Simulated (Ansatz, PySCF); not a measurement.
C3H8N (SMILES CC(C)[NH]), doublet, geometry from GFN2-xTB, atoms displaced at random by about 0.03 Å a coordinate. Base run: PBE/6-31G, gradient (PySCF).

The PySCF input:
```python
from pyscf import gto, scf, dft

mol = gto.Mole()
mol.atom = '''
    C    -1.027303    0.807196    0.499992
    C    -0.041570   -0.016092   -0.344811
    C     1.342316    0.324646    0.028202
    N    -0.180122   -1.402317   -0.316991
    H    -0.960029    1.829737    0.293234
    H    -1.018243    0.516391    1.554139
    H    -2.118021    0.643584    0.135523
    H    -0.084797    0.305099   -1.411203
    H     1.612556    1.424414   -0.142845
    H     1.539706    0.175778    1.139236
    H     2.055838   -0.288505   -0.499481
    H    -1.211423   -1.645813   -0.040287
'''
mol.basis = '6-31g'
mol.charge = 0
mol.spin = 1
mol.verbose = 4
mol.build()

mf = dft.UKS(mol)
mf.xc = 'pbe'
mf.kernel()
g = mf.nuc_grad_method()
grad = g.kernel()
```

Programs used: Ansatz (a first-principles code), PySCF; a row that names a program was run with it.

The coordinate followed is y of atom 5.

Each row names what was changed in the base input (with any setting that the change needs).

```tsv
change	dE/dx (Eh/bohr)	net force (Eh/bohr)
base	-0.043974	0.000019
finite difference step (bohr) = 1e-4; conv_tol = 1e-11	-0.043981	-
grids.level = 0; grid_response = on	-0.044665	0.000000
finite difference step (bohr) = 0.01; conv_tol = 1e-11	-0.044003	-
conv_tol = 1e-11	-0.043974	0.000019
grid_response = on	-0.043982	0.000000
grids.level = 5; grid_response = on	-0.043974	0.000000
finite difference step (bohr) = 0.05; conv_tol = 1e-11	-0.044513	-
density fitting = on; auxbasis_response = off	-0.043996	0.000902
finite difference step (bohr) = 1e-5; conv_tol = 1e-11	-0.043981	-
code = ansatz	-0.043970	0.000000
finite difference step (bohr) = 0.2; conv_tol = 1e-11	-0.052604	-
```

The net force is zero for an exact gradient.

Open shells are given as the SCF converged; they aren't shown to be the lowest states, and a large step between rows can be another state.
